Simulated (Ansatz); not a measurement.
Coupled-cluster diagnostics for the cluster TaO3H, Ansatz.

Geometry of the singlet (r2SCAN-D4/def2-TZVP):

```xyz
5

Ta   -0.4998   -0.9438    0.5084
O    -1.1683   -2.0369   -0.6209
O     0.4670    1.2172    0.5209
O    -0.1927    0.5567   -0.6309
H     1.3937    1.2067    0.2225
```

In the def2 sets Ta takes a core potential; there is no spin–orbit coupling. Correlated methods freeze 3 core orbitals; core or outer-core shells of Ta are correlated, in sets that lack core-valence functions. The structure holds one bond between oxygen atoms, so isomers without such links may lie far lower. No other spin state of charge 0 was run. Another isomer (singlet) lies 0.50 eV lower at PBE0-D4/def2-TZVP; other spin states weren't run for this one.

Problem. Estimate the CCSD(T) correlation energy, the shares of MP2 and (T), T1 and the reference's ⟨S²⟩ for: charge 0, singlet, own geometry in def2-TZVPP; and the rough time on 4 threads of Intel Xeon Platinum 8375C on a shared host.

Solution. 
```csv
state,basis,correlation (eV),MP2 share (%),(T) share (%),T1,⟨S²⟩ (pure),wall time,remarks
"charge 0, singlet, own geometry",def2-TZVPP,-31.528,97.3,5.3,0.026,0.00 (0.00),24 s,restricted SCF unstable
```
Customary marks for T1 are 0.02 (closed shells), 0.045 (open shells) and about 0.05 (3d metals). T1 exceeds 0.02 in 1 of 1 rows and 0.045 in 0; the higher it lies, the less the single-reference result can be trusted.
